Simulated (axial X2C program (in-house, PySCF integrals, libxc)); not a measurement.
**Worked dissociation energy of SnC: HF, scalar-relativistic**

All values were computed with an in-house relativistic program for diatomic molecules. Spin-free means the one-electron spin-free X2C Hamiltonian. Basis: Sn dyall-cv3z [11s12p9d4f1g], C dyall-v3z [7s6p2d1f] (cores contracted in-house); Gaussian nuclei, density fitting, unrestricted open shells. Masses: Sn 119.902 u, C 12.000 u.

Molecular state: M_S = 1, Λ = 1 (beyond evenly filled blocks: σα, π+α, π+β, π-α).

* E(Sn) (2M_S = 2, M_L = 0): -6173.832862 hartree
* E(C) (2M_S = 2, M_L = 0): -37.708581 hartree
* E(SnC) at Re: -6211.602705 hartree
* ωe: 575.6 cm⁻¹
* ωexe: 3.25 cm⁻¹

Problem. Work out De and D0.

Solution. De = -6173.832862 + (-37.708581) − (-6211.602705) = 0.06126 hartree = 1.667 eV. The zero-point energy is ωe/2 − ωexe/4 = 287 cm⁻¹ = 0.036 eV, so D0 = 1.631 eV.

The state is a single determinant with fixed occupations, the lowest that a limited PBE0 search found. Dissociation energies refer to the lowest single-determinant-based atoms at the same level and basis. Other states lie close and PBE0, whose exact exchange favours high spin, may order them wrongly; the determinant shown need not be the ground state. The nearest other spin-free determinant of the search, M_S = 1, Λ = 0, lies 0.21 eV up at the distance of the search. The determinant is spin-polarised beyond a pure state at some levels (its spin-free form has ⟨S²⟩ too high), which makes Re and μ there less reliable. Spin-free De lacks the spin–orbit lowering of the heavy p-block atom, a tenth of an eV or more for 4p and 5p, up to an eV for 6p and one to two eV for 7p atoms, less what an open-shell molecule gains itself.

Hartree–Fock lacks correlation and underbinds, often by eV.

Each atomic determinant is the lowest at this level and need not be a pure term. Totals compare only within one Hamiltonian and basis.
